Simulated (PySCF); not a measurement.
Species: C4H5ClNO (doublet state).
Structure used (GFN2-xTB), in Å, numbered top down from 1:
```xyz
12
C4H5ClNO angstrom
N     -1.5044    0.7192    0.4393
C     -1.4811   -0.6095    0.5774
O     -2.4110   -1.2874    0.9447
C     -0.1476   -1.2605    0.2290
C      0.9178   -0.6622   -0.1735
C      1.8597    0.2469   -0.5711
Cl     1.1647    2.1673   -0.5649
H     -0.6960    1.2433    0.1273
H     -2.3573    1.2093    0.6547
H     -0.1944   -2.3338    0.3622
H      2.1542    0.1879   -1.6134
H      2.6964    0.3787    0.1064
```

The hyperfine couplings belong to this conformer and change with its torsions.

As a line formula: `NC(=O)/C=[C]\CCl` [radical].

Theory: PySCF 2.14.0, UKS B3LYP, pcH-1 on C Cl H N O, non-relativistic, mean-field spin-orbit, GIAO. The structure is a single GFN2-xTB conformer in the gas phase; no vibrational or solvent corrections. Couplings are sensitive to structure, and on GFN2-xTB geometries they can be far from those on DFT ones. The SCF solution wasn't tested for stability.

Q: Match the computed a_iso(13C) values +81.5, +68.8, +58.8, -43.7 MHz with the sites C2; C4; C5; C6.

A: 
```
site  a_iso (MHz)  ρ(0) (bohr⁻³)                 position  distance from C5 (Å)  spin population  largest |T| (MHz)
  C2        +68.8        +0.0613          2 bonds from C5                  2.51            +0.05               12.3
  C4        -43.7        -0.0389           1 bond from C5                  1.29            -0.12               12.3
  C5        +81.5        +0.0724  largest spin population                  0.00            +0.73              111.5
  C6        +58.8        +0.0524           1 bond from C5                  1.37            -0.06                3.8
```

ρ(0) is the spin density at the nucleus and T the dipolar tensor; a_iso includes a spin–orbit part; entries for several nuclei are means. The Mulliken spin populations are largest on C5 (+0.73), Cl7 (+0.30) and C4 (-0.12). The positive populations add up to 1.18 and the negative ones to -0.18, together 2S = 1.

Means are taken over nuclei equivalent by connectivity, which assumes that they swap fast. H8 and H9 aren't averaged: N1 is flat or nearly so (angle sum 360°), and its turn about the short N1–C2 bond (1.34 Å) is taken as slow.

Hardware: one thread, Arm Neoverse V2 (aarch64), no GPU (shared host). Cost: 45 s (with the writing of density and orbital grids), 0.90 GiB resident at most.
